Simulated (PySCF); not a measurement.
Zn(NH2)(OSiH3) (H5NOSiZn), SMILES [SiH3][O][Zn][NH2]. Atoms are numbered in the order given.

```xyz
9

Zn    -0.3656     0.4426     0.5952
N     -1.3156     1.1052     1.9868
H     -1.0763     0.7385     2.9054
H     -2.3282     1.0540     1.9007
O      0.6396     0.0101    -0.7934
Si     1.0608    -1.2710    -1.7224
H     -0.1290    -1.9027    -2.3877
H      1.7340    -2.3512    -0.9243
H      2.0079    -0.8408    -2.7966
```
Charge 0, spin multiplicity 1.

Geometry optimised at PBE0-D3(BJ)/def2-SVP. The structure was generated by enumeration; whether it is a known compound was not checked. The values are those of a single conformer.

Level of theory: CAM-B3LYP/def2-TZVP (PySCF).

ESP charges are fitted to the potential on shells at 1.4 to 2.0 van der Waals radii. Atomic charges (e):

```csv
atom,IAO,ESP fit
Zn1,1.39,(withheld)
N2,-1.13,-1.00
H3,0.25,(withheld)
H4,0.25,(withheld)
O5,-1.14,-0.45
Si6,0.91,0.07
H7,-0.18,(withheld)
H8,-0.18,(withheld)
H9,-0.17,(withheld)
```

**Question.** Some entries are withheld; supply them. (An estimate is asked for; the answer gives what the named calculation found.)

**Answer.** 
- Zn1, ESP fit: 0.83
- H3, ESP fit: 0.31
- H4, ESP fit: 0.31
- H7, ESP fit: -0.04
- H8, ESP fit: -0.04
- H9, ESP fit: 0.00
